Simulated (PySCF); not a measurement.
CH4BClOSe. Atoms are numbered in the order given.

```xyz
9

B     -0.2200     0.6078     0.0000
Cl     0.7397     2.0978     0.0000
O     -1.5551     0.7262     0.0000
C     -2.4506    -0.3714     0.0000
H     -2.3087    -0.9972     0.8972
H     -3.4746     0.0258     0.0000
H     -2.3087    -0.9972    -0.8972
Se     0.6398    -1.1672     0.0000
H      2.0090    -0.6284     0.0000
```
Charge 0, spin multiplicity 1.

Geometry optimised at B3LYP-D3(BJ)/def2-SVP. The structure was generated by enumeration, and PubChem lists no compound with its InChIKey, so it may never have been made. One conformer was computed; it need not be the lowest.

Calculation: PySCF with PBE/def2-TZVP.

The molecule is in vacuum.

```yaml
total_energy: -3001.79243 hartree
point_group: Cs
highest_occupied_level: -6.29 eV
lowest_empty_level: -1.13 eV
orbital_gap: 5.16 eV
dipole_moment: 1.88 D
quadrupole, principal values (traceless, Buckingham form, about the centre of nuclear charge): -6.81, -2.92, 9.72 D·Å
mean_static_polarisability: 70.4 bohr³ (10.44 Å³)
polarisability_principal_values: 52.1, 77.7, 81.5 bohr³
```
